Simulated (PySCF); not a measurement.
**Vibration and rotation of CsCa⁻**

RHF-CCSD(T) constants of CsCa⁻, ¹Σ⁺ (singlet), closed shell (basis Cs def2-SVPD with ECP46, Ca def2-SVPD; scalar-relativistic core potentials; PySCF 2.14; masses 132.9054 and 39.9626 u):

```
ωe             : 43.8 cm⁻¹
ωexe           : 0.24 cm⁻¹
Be             : 0.022005 cm⁻¹
αe             : 0.000162 cm⁻¹
De to Cs⁻ + Ca : 0.307 eV
```

What force constant and bond length do these constants imply?

Reduced mass μred = 30.724 u; k = 5.8918×10⁻⁷·μred·ωe² (u, cm⁻¹, mdyn/Å) = 0.0347 mdyn/Å; Re = √(16.8576/(μred·Be)) (u, cm⁻¹, Å) = 4.993 Å.

Estimate the centrifugal constant D from the Kratzer relation and find the Dunham coefficient a1.

D = 4Be³/ωe² = 2.22e-08 cm⁻¹; a1 = −1 − αeωe/(6Be²) = -3.44.

Correlated steps freeze 5 core orbitals. The bond is weak. Basis-set superposition, not corrected here, can be much of De in a small basis, most of all at correlated wavefunction levels. Spin–orbit coupling is left out. For an ion De counts to the pair picked by the measured ionisation energies or electron affinities, which need not be the lowest pair at this level. The CCSD T1 diagnostic is raised, a sign that a single reference may not be enough here.
